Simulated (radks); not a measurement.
Results of a calculation; reference values are marked as such.
Valence configurations of Cr+ (all share [Ar]). Code: a radial shooting solver on a logarithmic mesh with Libxc functionals. Model: non-relativistic Kohn-Sham, PBE, spin-polarised, spherical densities, point nucleus; open shells are filled with parallel spins first. Energies are relative to 3d5; eigenvalues in eV for spin up.

valence          E (eV)  moment (Bohr magnetons)    e(3d)    e(4p)    e(4s)
3d5               0.000                        5  -10.990        -        -
3d4.5 4s0.5       0.639                        5  -12.973        -  -11.090
3d4 4s1           1.913                        5  -15.210        -  -11.968
3d4 4p1           6.407                        5  -16.391   -8.132        -
3d3 4p2          16.780                        5  -22.581   -9.964        -
3d4.5 4p0.5       2.756                        5  -13.571   -7.195        -
3d2 4p3          31.875                        5  -29.353  -11.679        -
3d3 4s2           8.439                        3  -20.320        -  -13.246
3d4 4s0.5 4p0.5   4.152                        5  -15.808   -7.820  -12.316

NIST lists [Ar] 3d5 as the ground configuration; this level of theory agrees among the configurations tried. The energies are those of spherical high-spin densities, not of single terms.
